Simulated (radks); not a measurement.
Species: W2+. Configuration: [Xe] 4f14 5d4 (the NIST ground configuration). All-electron calculation, Dirac Kohn-Sham, PBE, spin-unpolarised, spherical densities, point nucleus; open shells fill j = l - 1/2 first. Program: a radial shooting solver on a logarithmic mesh with Libxc functionals.

Unscreened Slater integrals over Kohn-Sham orbitals (eV). Large and small components are both included. Empty in this configuration: 5d5/2.

\begin{tabular}{lr}
integral & value \\ \hline
F0(5d3/2,5d3/2) & 13.304 \\
F2(5d3/2,5d3/2) & 6.8212 \\
F0(5d3/2,4f7/2) & 17.321 \\
F2(5d3/2,4f7/2) & 3.9349 \\
G3(5d3/2,4f7/2) & 1.3279 \\
G5(5d3/2,4f7/2) & 1.0271 \\
F0(5d3/2,4f5/2) & 17.347 \\
F2(5d3/2,4f5/2) & 3.8738 \\
G1(5d3/2,4f5/2) & 1.4947 \\
G3(5d3/2,4f5/2) & 1.2852 \\
F0(5d3/2,5p3/2) & 15.425 \\
F2(5d3/2,5p3/2) & 7.4722 \\
G1(5d3/2,5p3/2) & 8.9664 \\
G3(5d3/2,5p3/2) & 5.4987 \\
F0(5d3/2,5d5/2) & 13.092 \\
F2(5d3/2,5d5/2) & 6.7065 \\
G2(5d3/2,5d5/2) & 6.7004 \\
G4(5d3/2,5d5/2) & 4.3856 \\
F0(4f7/2,4f7/2) & 41.032 \\
F2(4f7/2,4f7/2) & 19.782 \\
F4(4f7/2,4f7/2) & 12.469 \\
F6(4f7/2,4f7/2) & 8.9877 \\
F0(4f7/2,4f5/2) & 41.346 \\
F2(4f7/2,4f5/2) & 19.939 \\
F4(4f7/2,4f5/2) & 12.570 \\
G2(4f7/2,4f5/2) & 19.862 \\
G4(4f7/2,4f5/2) & 12.524 \\
G6(4f7/2,4f5/2) & 9.0282 \\
F0(4f7/2,5p3/2) & 23.488 \\
F2(4f7/2,5p3/2) & 7.3624 \\
G2(4f7/2,5p3/2) & 3.2134 \\
G4(4f7/2,5p3/2) & 2.5913 \\
F0(4f7/2,5d5/2) & 16.831 \\
F2(4f7/2,5d5/2) & 3.6966 \\
F4(4f7/2,5d5/2) & 1.7076 \\
G1(4f7/2,5d5/2) & 1.4138 \\
G3(4f7/2,5d5/2) & 1.2170 \\
G5(4f7/2,5d5/2) & 0.94420 \\
F0(4f5/2,4f5/2) & 41.667 \\
F2(4f5/2,4f5/2) & 20.104 \\
F4(4f5/2,4f5/2) & 12.676 \\
F0(4f5/2,5p3/2) & 23.546 \\
F2(4f5/2,5p3/2) & 7.2801 \\
G2(4f5/2,5p3/2) & 3.1098 \\
G4(4f5/2,5p3/2) & 2.5206 \\
F0(4f5/2,5d5/2) & 16.855 \\
F2(4f5/2,5d5/2) & 3.6380 \\
F4(4f5/2,5d5/2) & 1.6685 \\
G1(4f5/2,5d5/2) & 1.3512 \\
G3(4f5/2,5d5/2) & 1.1749 \\
G5(4f5/2,5d5/2) & 0.91413 \\
F0(5p3/2,5p3/2) & 19.130 \\
F2(5p3/2,5p3/2) & 10.292 \\
F0(5p3/2,5d5/2) & 15.087 \\
F2(5p3/2,5d5/2) & 7.1888 \\
G1(5p3/2,5d5/2) & 8.4735 \\
G3(5p3/2,5d5/2) & 5.1971 \\
F0(5d5/2,5d5/2) & 12.892 \\
F2(5d5/2,5d5/2) & 6.6065 \\
F4(5d5/2,5d5/2) & 4.3223 \\
\end{tabular}
